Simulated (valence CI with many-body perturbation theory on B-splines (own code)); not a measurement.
**Level structure of Hg X**

Calculated by relativistic CI+MBPT: three valence electrons over a frozen Dirac-Fock core [Xe] 4f14, radial functions for each j: 7 s, 7 p, 8 d, 6 f, 4 g, 1 h, with the one-electron correlation potential Σ1, the two-electron term Σ2, the three-electron term Σ3, Breit, model QED; selected CI, second order for the rest, scaled by the run's own slope (own B-spline code, finite nucleus).

No measured spectrum was set against this ion. As an estimate, terms of the open shell hold to 2 to 4 % of their energy, and close levels can change places. Excitations out of the core, of the other parity, are not computed and may begin above about 45.4 eV (a cautious bound); beyond it only levels of the ground parity were kept, without lifetimes.

Levels 1 to 45 of 92, with energies above the lowest level, (5d3/2^3) J=3/2. "Leading %" is the weight of the configuration and term that name the level; weights of strongly mixed levels are sums over their largest components and can fall short. In the jj column 3d3/2^4 stands for four electrons in 3d with j = 3/2. Lifetimes count E1, E2, E3, M1 and M2 decay at the calculated energies, and are blank where another channel may lead or the interval is too uncertain; long ones can be off by a factor of two.

```
No.  Configuration  Term     J  E (eV)  Leading %      g  Lifetime             Leading jj
  1            5d3    4F   3/2   0.000         71  0.552                   5d3/2^3 (84 %)
  2            5d3    4F   5/2   1.835         92  1.042   9.24 ms   5d3/2^2 5d5/2 (94 %)
  3            5d3    4F   7/2   2.920         68  1.141   53.4 ms   5d3/2^2 5d5/2 (74 %)
  4            5d3    4P   3/2   3.018         45  1.329   8.33 ms   5d3/2^2 5d5/2 (88 %)
  5            5d3    2G   9/2   3.353         41  1.128    1.83 s   5d3/2^2 5d5/2 (88 %)
  6            5d3    4P   1/2   3.541         67  2.009   26.1 ms   5d3/2^2 5d5/2 (98 %)
  7            5d3    2G   7/2   5.238         65  1.005   3.23 ms   5d3/2 5d5/2^2 (81 %)
  8            5d3    4P   5/2   5.415         82  1.514   11.5 ms   5d3/2^2 5d5/2 (49 %)
  9            5d3    2H   9/2   5.532         50  1.119   5.66 ms   5d3/2 5d5/2^2 (78 %)
 10            5d3    2D   3/2   6.276         43  1.171   1.90 ms   5d3/2 5d5/2^2 (96 %)
 11            5d3    2P   1/2   6.568         67  1.326   3.59 ms   5d3/2 5d5/2^2 (98 %)
 12            5d3    2H  11/2   6.938        100  1.090   11.3 ms  5d3/2 5d5/2^2 (100 %)
 13            5d3    2D   5/2   7.490         92  1.187   4.49 ms   5d3/2 5d5/2^2 (64 %)
 14            5d3    2F   5/2   7.913         77  0.979   5.95 ms   5d3/2 5d5/2^2 (74 %)
 15            5d3    2F   7/2   8.292         91  1.122   6.70 ms   5d3/2 5d5/2^2 (92 %)
 16            5d3    2G   9/2   8.624         58  1.105   2.18 ms         5d5/2^3 (89 %)
 17            5d3    2P   3/2   9.235         55  1.180   1.98 ms         5d5/2^3 (71 %)
 18            5d3    2D   3/2  11.790         95  0.831   1.81 ms   5d3/2 5d5/2^2 (71 %)
 19            5d3    2D   5/2  12.406         75  1.161   1.04 ms         5d5/2^3 (79 %)
 20         5d2 6s    4F   3/2  33.048         87  0.455   5.43 μs      5d3/2^2 6s (94 %)
 21         5d2 6s    4F   5/2  33.564         60  1.024   4.39 μs      5d3/2^2 6s (90 %)
 22         5d2 6s    4F   7/2  35.719         91  1.228   4.73 μs  5d3/2 5d5/2 6s (97 %)
 23         5d2 6s    4P   1/2  35.974         79  2.417   4.01 μs      5d3/2^2 6s (83 %)
 24         5d2 6s    2F   5/2  36.311         49  0.987   3.75 μs  5d3/2 5d5/2 6s (91 %)
 25         5d2 6s    4F   9/2  37.151         74  1.276   4.50 μs  5d3/2 5d5/2 6s (70 %)
 26         5d2 6s    4P   3/2  37.307         81  1.548   4.16 μs  5d3/2 5d5/2 6s (98 %)
 27         5d2 6s    4P   5/2  37.354         51  1.321   3.70 μs  5d3/2 5d5/2 6s (99 %)
 28         5d2 6s    2D   3/2  38.035         41  1.101   3.67 μs  5d3/2 5d5/2 6s (89 %)
 29         5d2 6s    2G   7/2  38.055         50  1.017   3.42 μs  5d3/2 5d5/2 6s (91 %)
 30         5d2 6s    2P   1/2  38.632         84  0.952   3.19 μs  5d3/2 5d5/2 6s (91 %)
 31         5d2 6s    2G   9/2  39.834         74  1.168   3.86 μs      5d5/2^2 6s (70 %)
 32         5d2 6s    2G   7/2  40.344         49  1.023   3.37 μs      5d5/2^2 6s (88 %)
 33         5d2 6s    2D   5/2  40.437         52  1.352   3.76 μs      5d5/2^2 6s (99 %)
 34         5d2 6s    2P   3/2  41.198         61  1.160   3.26 μs      5d5/2^2 6s (92 %)
 35         5d2 6s    2S   1/2  44.465         85  1.968   3.16 μs      5d5/2^2 6s (90 %)
 36         5d 6s2    2D   3/2  69.653         97  0.799                5d3/2 6s^2 (97 %)
 37         5d 6s2    2D   5/2  72.676         97  1.199                5d5/2 6s^2 (97 %)
 38         5d2 6d    4G   5/2  73.421         51  0.746             5d3/2^2 6d3/2 (93 %)
 39         5d2 6d    4H   7/2  73.532         66  0.757             5d3/2^2 6d3/2 (96 %)
 40         5d2 6d    2P   1/2  73.610         53  0.578             5d3/2^2 6d3/2 (97 %)
 41         5d2 6d    2F   5/2  74.771         26  0.980             5d3/2^2 6d5/2 (88 %)
 42         5d2 6d    4G   7/2  74.869         54  1.010             5d3/2^2 6d5/2 (85 %)
 43         5d2 6d    4D   3/2  74.915         55  1.145             5d3/2^2 6d5/2 (88 %)
 44         5d2 6d    4H   9/2  74.936         50  1.003             5d3/2^2 6d5/2 (86 %)
 45         5d2 6d    4P   1/2  75.041         57  1.883             5d3/2^2 6d5/2 (90 %)
```

The ionisation energy to 5d2 3F_2 of the next ion comes out as 154.01 eV (NIST: 153 ± 2.2 eV (theoretical)). All 92 levels together are meant to be complete up to 45.418 eV.
